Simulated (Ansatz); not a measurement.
`[SiH3]B[CH2][GaH2]` + `[OH][SbH2]` → `[GaH2][O][SbH2]` + `CB[SiH3]` at 500 K and 1 bar (ligand exchange at a Ga–C bond).

Gas-phase electronic energies from Ansatz, PBE0-D4/def2-TZVP geometries. CBS: MP2 limit from def2 TZ/QZ plus the TZ coupled-cluster correction, frozen cores. Elements past krypton have def2 core potentials. For Ga, Sb outer-core shells are correlated without core-valence functions, which leaves a few kJ/mol of doubt a bond. Scalar relativity is left out up to krypton. Each species was taken in one conformer, which may not be the lowest.

```json
{"species": "`[SiH3]B[CH2][GaH2]`", "CCSD(T)/CBS energy (Eh)": "-2280.64334", "H − E (kJ/mol)": "255.6", "S (J/(mol·K))": "453.6"}
{"species": "`[OH][SbH2]`", "CCSD(T)/CBS energy (Eh)": "-316.98030", "H − E (kJ/mol)": "96.1", "S (J/(mol·K))": "310.6"}
{"species": "`[GaH2][O][SbH2]`", "CCSD(T)/CBS energy (Eh)": "-2241.53579", "H − E (kJ/mol)": "119.2", "S (J/(mol·K))": "400.4"}
{"species": "`CB[SiH3]`", "CCSD(T)/CBS energy (Eh)": "-356.10570", "H − E (kJ/mol)": "230.4", "S (J/(mol·K))": "372.1"}
```

H − E and S are ideal-gas, rigid-rotor, harmonic terms from PBE0-D4/def2-TZVP, for one conformer and one mirror image of each species. 1 Eh = 2625.50 kJ/mol, R = 8.31446 J/(mol·K).

Question: By hand: ΔE, ΔH, ΔS and ΔG.

Answer: ΔE = (-2241.53579) + (-356.10570) − (-2280.64334) − (-316.98030) = -0.01785 Eh = -46.9 kJ/mol. Δ(H − E) = 119.2 + 230.4 − 255.6 − 96.1 = -2.1, so ΔH = -49.0 kJ/mol. ΔS = 400.4 + 372.1 − 453.6 − 310.6 = 8.3 J/(mol·K). ΔG = -49.0 − 500 × (8.3)/1000 = -53.1 kJ/mol.

Question: By hand: the equilibrium constant, and the temperature at which ΔG would vanish if ΔH and ΔS stayed fixed.

Answer: log₁₀ K = −ΔG/(RT ln 10) = 5.5. ΔH and −TΔS have one sign here, so there is no such temperature.

The number of gas molecules stays the same, so ΔS is small and ΔH decides. A doubt of 5 kJ/mol in ΔE shifts log₁₀ K by 0.5 here. Other conformers and mirror images would add mixing entropy, several J/(mol·K) or more a flexible species. Modes under 60 cm⁻¹, often nearly free rotors, make the harmonic entropy too high. These are equilibria of isolated gas molecules and say nothing of rates. Largest T1 diagnostic: 0.016 (customary marks: 0.02 for closed shells, 0.045 for open ones).

ΔS is within the doubt of such terms, so its sign, and with it that verdict, could turn.
